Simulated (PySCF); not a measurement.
C2H6O6Si2, SMILES O[Si](O)(O)C#C[Si](O)(O)O.

Geometry: PBE0-D3(BJ)/def2-SVP. This is a generated structure with no PubChem entry under its InChIKey; it may be hypothetical. One conformer was computed; it need not be the lowest.

Method: PBE0-D3(BJ)/def2-SVP run with PySCF.

Frequencies are harmonic and unscaled.

Computed normal modes with their intensities:
```csv
mode,ν (cm⁻¹),IR (km/mol),moving atoms (share of kinetic energy)
1,12,0.0,"O 89 %, H 11 %"
2,43,27.4,"O 49 %, H 38 %, C 12 %"
3,45,17.8,"O 54 %, H 30 %, C 16 %"
4,61,35.4,"H 53 %, O 31 %, C 14 %"
5,64,42.9,"H 61 %, O 26 %, C 10 %"
6,107,3.2,"H 69 %, O 16 %, C 14 %"
7,110,2.6,"H 69 %, O 17 %, C 14 %"
8,178,53.4,"O 48 %, H 27 %, C 14 %, Si 11 %"
9,178,55.4,"O 48 %, H 27 %, C 14 %, Si 11 %"
10,204,0.0,"O 67 %, H 26 %"
11,233,510.8,H 94 %
12,267,0.0,"H 73 %, O 21 %"
13,302,0.4,"O 64 %, H 19 %, C 14 %"
14,302,0.3,"O 65 %, H 20 %, C 14 %"
15,316,1.7,"O 70 %, H 17 %, Si 8 %"
16,316,1.6,"O 70 %, H 17 %, Si 8 %"
17,368,80.4,"O 39 %, C 34 %, Si 18 %, H 9 %"
18,368,81.3,"O 39 %, C 34 %, Si 18 %, H 9 %"
19,375,257.9,"O 55 %, Si 27 %, C 13 %"
20,460,12.8,"C 79 %, O 11 %"
21,460,12.5,"C 79 %, O 11 %"
22,500,0.0,"Si 57 %, O 39 %"
23,757,0.5,"O 50 %, C 45 %"
24,790,19.0,"H 72 %, O 27 %"
25,790,33.3,"H 72 %, O 27 %"
26,791,373.5,"H 72 %, O 27 %"
27,791,422.5,"H 85 %, O 11 %"
28,791,411.3,"H 75 %, O 23 %"
29,804,0.0,"H 87 %, O 13 %"
30,855,0.0,"O 66 %, Si 29 %"
31,857,658.3,"Si 36 %, O 36 %, C 25 %"
32,996,9.9,"Si 48 %, O 41 %, H 11 %"
33,996,1.4,"Si 48 %, O 41 %, H 11 %"
34,1000,350.3,"Si 48 %, O 41 %, H 11 %"
35,1000,341.8,"Si 48 %, O 41 %, H 11 %"
36,2249,0.0,C 100 %
37,3942,3.8,H 94 %
38,3942,16.0,H 94 %
39,3942,303.1,H 94 %
40,3942,332.6,H 94 %
41,3943,18.7,H 94 %
42,3945,0.0,H 94 %
```
